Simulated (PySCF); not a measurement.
Job file and geometry (Å, from GFN2-xTB) of an NMR shielding run on SMILES C=C(C)S[SiH2]NC, C4H11NSSi, GIAO PBE0/pcSseg-1 NMR shielding, non-relativistic, gas phase in PySCF 2.14.0, density-fitted response routines; density fitting, a coarse starting grid and PySCF grid level 2 are the driver's defaults:

```
$ OMP_NUM_THREADS=1 python probes_run.py task.json out

{"job": {"kind": "nmr", "xc": "PBE0", "basis": "pcSseg-1"}, "charge": 0, "multiplicity": 1}
C     -0.983529     1.052668     0.744398
C     -1.752513     0.129747     0.188613
C     -3.244128     0.221854     0.126165
S     -1.152392    -1.361698    -0.563832
Si     0.991724    -1.371670    -0.387866
N      1.575231    -0.027999    -1.269767
C      2.977672     0.276737    -1.417531
H     -1.423334     1.932083     1.185188
H      0.088059     0.976756     0.782750
H     -3.589580     1.163902     0.544505
H     -3.578735     0.142018    -0.906759
H     -3.691056    -0.602571     0.679838
H      1.310825    -2.710807    -0.881444
H      1.395616    -1.215628     1.006127
H      1.022053     0.327476    -2.036394
H      3.499520    -0.038449    -0.517159
H      3.428455    -0.239483    -2.270942
H      3.117352     1.351382    -1.547066
```

Q: Write the output of this run.

A: 
```
coarse grid: 15480 points
cycle   1  E = -900.8246475739  dE =  6.601e-01  |g| = 4.776e-01  |ddm| = 3.818e+00
cycle   2  E = -900.8022300853  dE =  2.242e-02  |g| = 5.819e-01  |ddm| = 1.002e+00
cycle   3  E = -900.8794627226  dE = -7.723e-02  |g| = 8.456e-02  |ddm| = 6.143e-01
cycle   4  E = -900.8810582337  dE = -1.596e-03  |g| = 3.174e-02  |ddm| = 1.253e-01
cycle   5  E = -900.8812856072  dE = -2.274e-04  |g| = 1.084e-02  |ddm| = 3.957e-02
cycle   6  E = -900.8813128122  dE = -2.720e-05  |g| = 4.012e-03  |ddm| = 1.348e-02
cycle   7  E = -900.8813163670  dE = -3.555e-06  |g| = 6.280e-04  |ddm| = 3.245e-03
final grid: 138592 points
cycle   8  E = -900.9225613239  dE = -2.738e-05  |g| = 9.662e-03  |ddm| = 2.791e-02
cycle   9  E = -900.9225454268  dE =  1.590e-05  |g| = 1.245e-02  |ddm| = 2.076e-02
cycle  10  E = -900.9225841016  dE = -3.867e-05  |g| = 1.058e-03  |ddm| = 1.320e-02
cycle  11  E = -900.9225843586  dE = -2.570e-07  |g| = 2.091e-04  |ddm| = 1.237e-03
cycle  12  E = -900.9225843671  dE = -8.474e-09  |g| = 5.886e-05  |ddm| = 2.367e-04
cycle  13  E = -900.9225843680  dE = -9.036e-10  |g| = 2.356e-05  |ddm| = 1.101e-04
converged SCF energy = -900.9225843680

GIAO shielding tensors (ppm)
atom      isotropic    diamagn.    paramagn.     s11        s22        s33       span
  0 C       69.971     258.435    -188.465    -30.947     92.114    148.744    179.692
  1 C       38.141     264.135    -225.994    -74.203     47.304    141.322    215.525
  2 C      157.672     245.363     -87.692    136.845    146.615    189.555     52.710
  3 S      548.044    1061.545    -513.501    377.755    494.838    771.540    393.785
  4 Si     382.976     881.549    -498.574    340.089    363.972    444.866    104.777
  5 N      249.857     326.879     -77.022    200.062    251.406    298.103     98.041
  6 C      156.249     239.593     -83.344    131.955    148.953    187.838     55.883
  7 H       26.280      32.855      -6.574     23.566     24.949     30.326      6.760
  8 H       26.277      35.642      -9.365     22.504     26.023     30.305      7.801
  9 H       29.718      28.796       0.923     25.430     27.988     35.737     10.306
 10 H       29.693      28.763       0.930     25.417     28.666     34.995      9.578
 11 H       29.518      28.080       1.438     25.439     28.072     35.042      9.603
 12 H       26.585      29.766      -3.181     22.349     24.801     32.605     10.256
 13 H       26.354      31.577      -5.223     23.353     24.644     31.064      7.711
 14 H       31.835      36.136      -4.301     21.781     32.461     41.263     19.483
 15 H       29.280      28.035       1.245     25.070     27.420     35.350     10.281
 16 H       28.817      25.494       3.322     23.190     26.779     36.481     13.291
 17 H       28.803      27.637       1.166     23.426     26.832     36.151     12.724
```

Q: Turn these shieldings into chemical shifts. Scale: TMS for ¹³C (σ = 186.93 ppm) and ²⁹Si (σ = 349.16 ppm) and ¹H (σ = 31.72 ppm); ³³S (σ = 503.73 ppm) against CS2; ¹⁵N (σ = 267.73 ppm) against NH3 (reference shieldings calculated alike).

A: Averaging equivalent atoms: C 1: 148.8; C 0: 117.0; C 6: 30.7; C 2: 29.3; S 3: -44; Si 4: -33.8; N 5: 17.9; H 8: 5.44; H 7: 5.44; H 12/13: 5.25; H 15/16/17: 2.75; H 9/10/11: 2.07; H 14: -0.12 ppm. Experimental scales use liquid or dissolved standards, which lie at an offset from isolated NH3 (liquid NH3: subtract about 20 ppm).

Size and cost of the density-fitted run: 188 basis functions, 79 s wall time on 1 thread of an Intel Xeon, shared host; peak memory 0.84 GiB.
